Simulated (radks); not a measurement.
All-electron atom: a nucleus of charge 30.8 with 30 electrons in [Ar] 3d10 4s2.

Calculated with a radial shooting solver on a logarithmic mesh with Libxc functionals: scalar-relativistic Kohn-Sham, PBE, spin-polarised, spherical densities, finite nucleus; Fermi nuclear charge, rms radius 3.9973 fm.

Energy parts (hartree):
total: -1913.65135
kinetic: 1945.76241
electron-nucleus: -4604.71222
Hartree: 819.83501
exchange-correlation: -74.53654

Orbitals (lengths in bohr, moments of r in powers of bohr; r(max) is where P^2 peaks):
orbital  occ.  eigenvalue (hartree)   <1/r>     <r^2>   r(max)       <r^4>
1s          2             -370.9187   31.09  0.003222  0.03200  0.00002671
2s          2             -45.84078   6.794   0.05681   0.1837    0.005600
2p          6             -39.90208   6.664   0.04527   0.1475    0.004132
3s          2              -5.53272   2.165    0.4995   0.5691      0.4057
3p          6              -3.74817   2.010    0.5553   0.5718      0.5438
3d         10              -0.86663   1.623    0.8965   0.5398       2.185
4s          2              -0.51603  0.5690     6.032    1.891       60.64

The highest occupied level is 4s at -14.042 eV. The density falls to 0.001 e/bohr^3 at r = 3.82 bohr. The electron density at the nucleus is 2.789e+04 e/bohr^3 (large components only). Summed over all electrons, <r^2> = 25.75 bohr^2, which gives a Langevin (diamagnetic) susceptibility term of -20.4 x 10^-6 cm^3/mol.
